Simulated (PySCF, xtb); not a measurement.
Si(Cl)(F)2(NHMe) (CH₄ClF₂NSi), SMILES CN[Si](F)(F)Cl.

Geometry: ωB97X-D3(BJ)/def2-SVP. This is a generated structure with no PubChem entry under its InChIKey; it may be hypothetical. One conformer was computed; it need not be the lowest.

Level of theory: C-PCM-ωB97X/def2-SVP (PySCF).

The values are the electrostatic part of the solvation free energy, E(continuum) − E(gas) at the gas-phase geometry, in a cavity of scaled van der Waals radii (PySCF's table); cavitation and dispersion terms are not included. In vacuum the orbital gap is 13.40 eV. The dipole moment in vacuum is 3.02 D.

Computed values in water (ε = 78.36), dimethylsulfoxide (ε = 46.83), n-hexane (ε = 1.88):
```
solvent                ε  ΔG(elec) (kcal/mol)  dipole (D)  gap (eV)
-----------------  -----  -------------------  ----------  --------
water              78.36                 -4.1        3.55     13.33
dimethylsulfoxide  46.83                 -4.1        3.55     13.33
n-hexane            1.88                 -1.9        3.25     13.39
```

For comparison, GFN2-xTB/ALPB(water) (xtb, at the GFN2-xTB geometry, all terms of that model) gives -2.0 kcal/mol.
